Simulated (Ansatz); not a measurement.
Be2S2⁻, relaxed as a doublet with UKS PBE0-D4/def2-TZVPD in Ansatz, starting from the GFN1-xTB geometry. Force threshold 0.02 eV/Å.

The highest occupied level of the charge -1 doublet lies above zero (up to 0.13 eV). The electron is either unbound and held by the finite basis, or the level is raised by self-interaction error. Another isomer (doublet) lies 4.38 eV lower at PBE0-D4/def2-TZVPD; other spin states weren't run for this one.

Start:

```
atom   x (Å)   y (Å)   z (Å)
 Be1  -0.477  -1.427   0.890
 Be2   0.477   1.433  -0.881
  S3  -1.015   0.380   0.062
  S4   1.014  -0.385  -0.070
```

Question: Estimate the energy that the relaxation releases and the steps that it takes.

Answer: 0.32 eV, in 10 steps; 13 s on 4 threads of Arm Neoverse V2 on a shared host. No frequencies were taken in this run, so the end may be a saddle point.

Question: Does the start keep its bonding and symmetry?

Answer: By distances, no bond broke or formed. The bond that changes most is Be2–S3, from 2.06 to 2.10 Å (atoms count from 1). Point group D2h at the start, C2v at the end, both within 0.05 Å.

Question: Predict the relaxed structure.

Answer: 
```xyz
4

Be   -0.318   -1.060    1.188
Be    0.531    1.486   -0.388
S    -1.102    0.163   -0.333
S     0.888   -0.589   -0.466
```
Bond lengths (bridged metal pairs left out): 4 × Be–S 2.10 to 2.11 Å; 1 × S–S 2.13 Å.
